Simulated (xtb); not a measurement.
CuF, charge +1, doublet, geometry from GFN2-xTB (such geometries of metal compounds can be far from the true shape) (the multiplicity is a formal guess); GFN2-xTB (xtb).

Input for xtb:
```
$ xtb mol.xyz --gfn 2 --chrg 1 --uhf 1 --hess --json

# file mol.xyz
2

Cu    -0.00000000    -0.00000000    -0.40706850
F      0.00000000     0.00000000     1.31166518
```

What the program printed (banner, timings and long lists left out):

```
   ID    Z sym.   atoms
    1   29 Cu     1
    2    9 F      2

           -------------------------------------------------
          |                Calculation Setup                |
           -------------------------------------------------

           -------------------------------------------------
          |                 G F N 2 - x T B                 |
           -------------------------------------------------

          ...................................................
          :                      SETUP                      :
          :.................................................:
          :  # basis functions                  14          :
          :  # atomic orbitals                  13          :
          :  # shells                            5          :
          :  # electrons                        17          :
          :  max. iterations                   250          :
          :  Hamiltonian                  GFN2-xTB          :
          :  restarted?                      false          :
          :  GBSA solvation                  false          :
          :  PC potential                    false          :
          :  electronic temp.          300.0000000     K    :
          :  accuracy                    1.0000000          :
          :  -> integral cutoff          0.2500000E+02      :
          :  -> integral neglect         0.1000000E-07      :
          :  -> SCF convergence          0.1000000E-05 Eh   :
          :  -> wf. convergence          0.1000000E-03 e    :
          :  Broyden damping             0.4000000          :
          :  net charge                          1          :
          :  unpaired electrons                  1          :
          ...................................................

 iter      E             dE          RMSdq      gap      omega  full diag
   1     -8.0243889 -0.802439E+01  0.808E+00    7.16       0.0  T
   2     -7.9805931  0.437958E-01  0.804E+00    6.42       1.0  T
   3     -8.0529204 -0.723273E-01  0.479E+00    7.16       1.0  T
   4     -8.0632814 -0.103610E-01  0.204E+00    6.96       1.0  T
   5     -8.0553990  0.788246E-02  0.217E+00    6.95       1.0  T
   6     -8.0603134 -0.491440E-02  0.161E+00    6.94       1.0  T
   7     -8.0647827 -0.446931E-02  0.545E-01    6.93       1.0  T
   8     -8.0644673  0.315323E-03  0.619E-01    6.93       1.0  T
   9     -8.0652596 -0.792246E-03  0.101E-01    6.91       1.0  T
  10     -8.0652561  0.348266E-05  0.793E-02    6.91       1.0  T
  11     -8.0652596 -0.346389E-05  0.201E-02    6.91       3.5  T
  12     -8.0652598 -0.195443E-06  0.126E-02    6.91       5.6  T
  13     -8.0652599 -0.103065E-06  0.343E-04    6.91     206.4  T
  14     -8.0652599  0.306137E-10  0.172E-04    6.91     410.6  T

   *** convergence criteria satisfied after 14 iterations ***

         :::::::::::::::::::::::::::::::::::::::::::::::::::::
         ::                     SUMMARY                     ::
         :::::::::::::::::::::::::::::::::::::::::::::::::::::
         :: total energy              -8.062873397815 Eh    ::
         :: gradient norm              0.000000358047 Eh/a0 ::
         :: HOMO-LUMO gap              6.910491355444 eV    ::
         ::.................................................::
         :: SCC energy                -8.065259872432 Eh    ::
         :: -> isotropic ES            0.193348788687 Eh    ::
         :: -> anisotropic ES          0.002659738672 Eh    ::
         :: -> anisotropic XC         -0.005349856162 Eh    ::
         :: -> dispersion             -0.000281797688 Eh    ::
         :: repulsion energy           0.002386474617 Eh    ::
         :: add. restraining           0.000000000000 Eh    ::
         :: total charge               1.000000000001 e     ::
         :::::::::::::::::::::::::::::::::::::::::::::::::::::

           -------------------------------------------------
          |                Numerical Hessian                |
[...]
   full:        0.223       0.000       0.223      -0.000      -0.000      -0.446

           -------------------------------------------------
          |               Frequency Printout                |
           -------------------------------------------------
 vibrational frequencies (cm⁻¹)
eigval :        0.00     0.00     0.00     0.00     0.00   483.08
 reduced masses (amu)
   1: 53.29   2: 53.29   3: 53.29   4: 29.25   5: 29.25   6: 29.25
 IR intensities (km·mol⁻¹)
   1: 11.81   2: 11.81   3: 11.81   4: 26.06   5: 26.06   6:  1.99
 Raman intensities (Ä⁴*amu⁻¹)
   1:  0.00   2:  0.00   3:  0.00   4:  0.00   5:  0.00   6:  0.00
 output can be read by thermo (or use thermo option).
 writing <g98.out> molden fake output.
 recommended (thermochemical) frequency scaling factor: 1.0
           -------------------------------------------------
          |             Thermodynamic Functions             |
           -------------------------------------------------

cin symmetry found (for desy threshold:  0.10E+00) used in thermo

          ...................................................
          :                      SETUP                      :
          :.................................................:
          :  # frequencies                           1      :
          :  # imaginary freq.                       0      :
          :  linear?                              true      :
          :  only rotor calc.                    false      :
          :  symmetry                              cin      :
          :  rotational number                       1      :
          :  scaling factor                  1.0000000      :
          :  rotor cutoff                   50.0000000 cm⁻¹ :
          :  imag. cutoff                  -20.0000000 cm⁻¹ :
          :.................................................:

    mode    ω/cm⁻¹     T·S(HO)/kcal·mol⁻¹    T·S(FR)/kcal·mol⁻¹   T·S(vib)
   ------------------------------------------------------------------------
   ------------------------------------------------------------------------

   temp. (K)  partition function   enthalpy   heat capacity  entropy
                                   cal/mol     cal/K/mol   cal/K/mol   J/K/mol
 298.15  VIB   1.11                  148.678      1.288      0.702
         ROT   531.                  592.502      1.987     14.457
         INT   588.                  741.179      3.275     15.159
         TR   0.726E+27             1481.254      4.968     39.128
         TOT                        2222.4333     8.2430    54.2876   227.1392

       T/K    H(0)-H(T)+PV         H(T)/Eh          T*S/Eh         G(T)/Eh
   ------------------------------------------------------------------------
    298.15    0.354167E-02    0.464220E-02    0.257938E-01   -0.211516E-01
   ------------------------------------------------------------------------

         :::::::::::::::::::::::::::::::::::::::::::::::::::::
         ::                  THERMODYNAMIC                  ::
         :::::::::::::::::::::::::::::::::::::::::::::::::::::
         :: total free energy          -8.084024965878 Eh   ::
         ::.................................................::
         :: total energy               -8.062873397847 Eh   ::
         :: zero point energy           0.001100531362 Eh   ::
         :: G(RRHO) w/o ZPVE           -0.022252099392 Eh   ::
         :: G(RRHO) contrib.           -0.021151568030 Eh   ::
         :::::::::::::::::::::::::::::::::::::::::::::::::::::

           -------------------------------------------------
          | TOTAL ENERGY               -8.062873397847 Eh   |
          | TOTAL ENTHALPY             -8.058231193645 Eh   |
          | TOTAL FREE ENERGY          -8.084024965878 Eh   |
          | GRADIENT NORM               0.000000157591 Eh/α |
          | HOMO-LUMO GAP               6.910494079759 eV   |
           -------------------------------------------------

normal termination of xtb
```
